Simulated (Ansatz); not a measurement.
B₂Cl₄H₂O₂ (`Cl[B-]1(Cl)[OH+][B-](Cl)(Cl)[OH+]1`), 10 atoms. Total charge 0; spin multiplicity 1. All runs use 4 threads of an Intel Xeon Platinum 8488C on a shared host. Correlated methods freeze the cores.

Problem. How many basis functions does each run have, and how long does it take in Ansatz? RKS revPBE-D4/def2-TZVPP energy; RKS PBE-D4/def2-TZVPP energy and forces; RKS ωB97M-V/def2-SVP energy; RKS r2SCANh-D4/def2-TZVPP energy; RKS PBE0-D4/def2-SVP energy; RKS r2SCAN-D4/def2-TZVPP energy and forces; RKS PBE0-D4/def2-TZVP frequencies; RKS ωB97M-V/def2-QZVPP energy; RHF-CCSD(T)/def2-SVP energy; RHF-MP2/def2-TZVPP energy; RHF-MP2/def2-QZVPP energy; RKS PBE0-D4/def2-QZVPP energy. (Estimate.)

Solution. The calculation gave: Other jobs shared the machine, so times are rough.

```json
{"level": "RKS PBE0-D4/def2-SVP", "job": "energy", "functions": "138", "wall time": "1.6 s", "peak host memory (GiB)": "0.43"}
{"level": "RKS revPBE-D4/def2-TZVPP", "job": "energy", "functions": "320", "wall time": "2.7 s", "peak host memory (GiB)": "0.67"}
{"level": "RKS PBE-D4/def2-TZVPP", "job": "energy and forces", "functions": "320", "wall time": "3.3 s", "peak host memory (GiB)": "0.67"}
{"level": "RKS ωB97M-V/def2-SVP", "job": "energy", "functions": "138", "wall time": "4.5 s", "peak host memory (GiB)": "0.6"}
{"level": "RKS r2SCAN-D4/def2-TZVPP", "job": "energy and forces", "functions": "320", "wall time": "6 s", "peak host memory (GiB)": "0.7"}
{"level": "RHF-MP2/def2-TZVPP", "job": "energy", "functions": "320", "wall time": "6.5 s", "peak host memory (GiB)": "1.2"}
{"level": "RKS r2SCANh-D4/def2-TZVPP", "job": "energy", "functions": "320", "wall time": "8 s", "peak host memory (GiB)": "1.5"}
{"level": "RHF-CCSD(T)/def2-SVP", "job": "energy", "functions": "138", "wall time": "12 s", "peak host memory (GiB)": "0.93"}
{"level": "RKS PBE0-D4/def2-QZVPP", "job": "energy", "functions": "568", "wall time": "17 s", "peak host memory (GiB)": "3.4"}
{"level": "RKS ωB97M-V/def2-QZVPP", "job": "energy", "functions": "568", "wall time": "30 s", "peak host memory (GiB)": "3.9"}
{"level": "RHF-MP2/def2-QZVPP", "job": "energy", "functions": "568", "wall time": "33 s", "peak host memory (GiB)": "5"}
{"level": "RKS PBE0-D4/def2-TZVP", "job": "frequencies", "functions": "284", "wall time": "5 min", "peak host memory (GiB)": "1.3"}
```
